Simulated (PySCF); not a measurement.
Species: `CC1=NN(C)CC1`. The columns A, B, C and D hold Mulliken, IAO, Hirshfeld and ESP-fitted charges (e) of one PBE0/pcSseg-1 density (PySCF), in a shuffled order. Coordinates in Å (GFN2-xTB); the density's dipole moment is (-0.06, 1.77, -0.94) D.

```tsv
atom	x	y	z	A	B	C	D
C1	-2.425	-0.321	0.735	-0.120	-0.164	-0.434	-0.627
C2	-1.047	-0.157	0.211	+0.049	-0.082	+0.102	+0.587
N3	-0.050	-0.840	0.607	-0.125	-0.203	-0.199	-0.492
N4	1.060	-0.554	-0.124	-0.045	-0.475	-0.123	-0.039
C5	2.316	-0.674	0.562	-0.076	-0.055	-0.305	-0.375
C6	0.831	0.645	-0.943	-0.027	+0.040	-0.176	0.000
C7	-0.691	0.815	-0.900	-0.077	-0.251	-0.303	-0.283
H8	-2.789	0.622	1.143	+0.045	+0.120	+0.148	+0.154
H9	-3.101	-0.624	-0.065	+0.046	+0.121	+0.148	+0.154
H10	-2.433	-1.077	1.515	+0.049	+0.129	+0.164	+0.173
H11	3.114	-0.786	-0.173	+0.044	+0.109	+0.144	+0.123
H12	2.536	0.198	1.196	+0.028	+0.083	+0.110	+0.136
H13	2.273	-1.563	1.188	+0.049	+0.126	+0.166	+0.178
H14	1.351	1.509	-0.506	+0.032	+0.104	+0.118	+0.065
H15	1.221	0.476	-1.948	+0.042	+0.125	+0.147	+0.068
H16	-1.164	0.509	-1.835	+0.043	+0.138	+0.145	+0.089
H17	-1.010	1.833	-0.672	+0.045	+0.136	+0.147	+0.089
```

Problem. Which column most likely holds the ESP-fitted charges?

Solution. D. Σ q r misses the density's dipole by 0.04 D (D), 0.62 D (C), 0.84 D (B), 1.17 D (A). Charges fitted to the outside potential are the only set here that is tied to the molecule's multipoles.

Problem. And the Hirshfeld charges?

Solution. A. The mean sizes are 0.055 e (A), 0.145 e (B), 0.181 e (C), 0.214 e (D), and Hirshfeld charges are commonly the smallest of these schemes.

As computed, A = Hirshfeld, B = Mulliken, C = IAO, D = ESP-fitted. Hydrogens on carbon: Hirshfeld +0.03 to +0.05, Mulliken +0.08 to +0.14, IAO +0.11 to +0.17, ESP-fitted +0.07 to +0.18 e.

The ESP scheme is a least-squares fit of atom-centred charges to the potential on four shells outside the van der Waals surface, with the total charge fixed. The IAO scheme projects the occupied orbitals on a minimal set of polarised atomic orbitals and counts the electrons in each atom's part of it.

One conformer (not necessarily the lowest) at the GFN2-xTB geometry, without solvent, vibrations or thermal averaging.
